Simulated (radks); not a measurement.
Question: Successive ionisation energies (eV) of one element, from differences of total energies of ions in their ground configurations, starting at charge 0: 4.577, 10.444, 20.959, 38.090, 57.585, 87.639, 92.358, 110.88, 129.28, 139.31, 158.78, 198.85, 217.76, 349.13, 380.10, 411.66, 443.76, 476.34, 518.84, 553.44, 588.56, 624.19. Method: scalar-relativistic Kohn-Sham, exchange-only LDA, spin-polarised, spherical densities, point nucleus; open shells are filled with parallel spins first (spin-orbit coupling, left out, can overturn this in heavy ions); computed with a radial shooting solver on a logarithmic mesh with Libxc functionals. Which element is it?

Answer: Praseodymium (Z = 59). The first species listed is Pr in [Xe] 4f3 6s2, the last Pr21+ in [Kr] 4d2.
